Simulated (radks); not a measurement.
Problem. Radial electron density D(r) = 4 pi r^2 rho(r) of an atom or ion with 49 electrons. Method: scalar-relativistic Kohn-Sham, PBEsol, spin-unpolarised, spherical densities, finite nucleus; Fermi nuclear charge, rms radius of each element as measured or else 0.836 A^(1/3) + 0.57 fm; computed with a radial shooting solver on a logarithmic mesh with Libxc functionals.

```
   r/bohr * D(r) (the largest magnitude, 85, reaches the edge; | marks zero)
 0.003454 |        *
  0.00457 |            *
 0.006047 |                  *
 0.008001 |                          *
  0.01067 |                                 *
  0.01412 |                                        *
  0.01868 |                                           *
  0.02472 |                                         *
  0.03271 |                                      *
  0.04362 |                                      *
  0.05772 |                                             *
  0.07637 |                                                      *
    0.101 |                                                     *
   0.1348 |                                          *
   0.1783 |                                       *
   0.2359 |                                              *
   0.3122 |                                       *
   0.4164 |                    *
   0.5509 |              *
    0.729 |                *
   0.9645 |           *
    1.286 |     *
    1.702 |  *
    2.252 |*
     2.98 *
    3.974 *
    5.259 *
```

What is the nuclear charge?

Solution. Z = 52. The innermost maximum, from 1s, lies near gamma/Z bohr with gamma = sqrt(1 - (Z/c)^2) = 0.925, here 0.0178 bohr (found: 0.0194), and its height grows with Z. The density is that of the tellurium ion Te3+ in [Kr] 4d9.5 5s2 5p1.5; the configuration itself is not fixed sharply by these data, and Z only to a few units. D(r) has 4 maxima, at r = 0.0194, 0.0861, 0.250, 0.717 bohr, and minima at 0.0381, 0.163, 0.529 bohr, inside which lie 1.99, 11.15, 28.98 electrons.
